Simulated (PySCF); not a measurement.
Labels have come off several samples. The candidates:

A. `FCC#C/C=C\CF`
B. SMILES CC(=O)C#C[Si@H](P)[SiH2][SiH3]
C. SMILES C=C[C@@H]1C=C(F)[C@H]1F
D. SMILES C/C(F)=C1/C=C(F)C1

Spectrum 1. ¹H NMR (400 MHz, computed): δ 6.62 (m, 1H), 5.83 (m, 1H), 5.69 (m, 2H), 5.58 (m, 2H). ¹³C{¹H} NMR (computed): δ 152.1 (CH), 113.6 (CH), 103.1 (C), 94.0 (C), 86.1 (CH2), 74.1 (CH2).

Spectrum 2. ¹H NMR (400 MHz, computed): δ 5.55 (m, 1H), 3.26 (m, 2H), 2.03 (m, 3H). ¹³C{¹H} NMR (computed): δ 167.6 (C), 155.9 (C), 115.4 (CH), 111.1 (C), 40.8 (CH2), 18.0 (CH3).

Spectrum 3. ¹H NMR (400 MHz, computed): δ 4.64 (m, 1H), 3.59 (m, 3H), 3.53 (m, 1H), 3.47 (m, 1H), 2.35 (s, 3H), 1.68 (m, 2H). ¹³C{¹H} NMR (computed): δ 187.5 (C), 113.4 (C), 101.0 (C), 36.6 (CH3).

Spectrum 4. ¹H NMR (400 MHz, computed): δ 5.82 (m, 1H), 5.73 (m, 1H), 5.48 (m, 1H), 5.31 (m, 1H), 5.28 (m, 1H), 3.08 (m, 1H). ¹³C{¹H} NMR (computed): δ 165.3 (C), 146.5 (CH), 124.7 (CH2), 121.5 (CH), 99.2 (CH), 49.6 (CH).

- σ from GIAO-PBE0/pcSseg-1
- structure optimised with GFN2-xTB
- code: PySCF
- no relativistic terms, no solvent, one computed conformer, one averaged value for each set of equivalent atoms

Chemical shifts δ = σref − σ; TMS for ¹H (31.72 ppm), ¹³C (186.93 ppm), all at this level. Splittings of carbon signals by F and P are missing where no couplings were computed. Where no couplings were computed, multiplicities follow the n + 1 count of equivalent neighbours, and m marks all less simple cases (inequivalent or close neighbours, rings, F or P nearby). Shifts are as computed. Against solution values, carbons near 30 ppm lie about +3 ppm off and those near 130 ppm about +5 ppm. Of 1309 compounds with measured shifts, 239 miss one by over three times the rms of a fit or turn the order of signals round; such compounds aren't used in these exercises.

Question: Which spectrum belongs to which compound?

Answer: 1–A, 2–D, 3–B, 4–C.

- Spectrum 1 (A): 6 ¹³C signals; δC 152.1 is an alkene CH; δC 113.6 is an alkene CH.
- Spectrum 2 (D): 6 ¹³C signals; δC 155.9 is a fully substituted alkene carbon; δC 115.4 is an alkene CH.
- Spectrum 3 (B): 4 ¹³C signals; δC 101.0 is an alkyne carbon; δC 36.6 is a methyl carbon α to a carbonyl.
- Spectrum 4 (C): 6 ¹³C signals; δC 146.5 is an alkene CH; δC 124.7 is a terminal =CH2 carbon.
